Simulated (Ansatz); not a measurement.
Breaking the Be1–F2 bond in BeFHO (SMILES [OH][Be][F]) (multiplicity 1 held, fragments rigid). Energies count from the point at 1.389 Å.
Geometry at that point (charge 0, multiplicity 1):
```xyz
4

Be     0.02934     0.01482    -0.02556
F      0.98280     0.52801    -0.89505
O     -0.99865    -0.46737     0.82454
H     -0.97341    -1.07241     1.56141
```

Signs of static correlation in aug-cc-pVDZ, from Ansatz (a quantum-chemistry and plane-wave program) runs.

| R (Å) | T1 of restricted CCSD | ⟨S²⟩ of UHF | largest double amplitude of restricted CCSD |
|---|---|---|---|
| 1.111 | 0.014 | 0.000 | 0.016 |
| 1.250 | 0.014 | 0.000 | 0.018 |
| 1.389 | 0.015 | 0.000 | 0.019 |
| 1.528 | 0.016 | 0.000 | 0.020 |
| 1.666 | 0.017 | 0.000 | 0.021 |
| 1.875 | 0.019 | 0.000 | 0.021 |
| 2.083 | 0.022 | 0.000 | … |
| 2.430 | 0.028 | 0.000 | 0.051 |
| 2.777 | 0.039 | … | 0.100 |
| 3.194 | 0.062 | 0.954 | 0.166 |
| 3.749 | 0.122 | 0.995 | 0.370 |
| 4.444 | 0.087 | 1.004 | 0.038 |

Problem. Fill in the missing entries.

Solution. 
- 2.083, largest double amplitude of restricted CCSD: 0.028
- 2.777, ⟨S²⟩ of UHF: 0.825

Doubts at one or more of the structures used: a restricted determinant that unrestricted orbitals would lower (R-CCSD(T)/aug-cc-pVDZ); T1 above 0.05 (R-CCSD(T)/aug-cc-pVDZ, U-CCSD(T)/aug-cc-pVDZ); a spin-contaminated determinant (U-CCSD(T)/aug-cc-pVDZ); the program's own flag: other amplitudes (U-CCSD(T)/aug-cc-pVDZ).
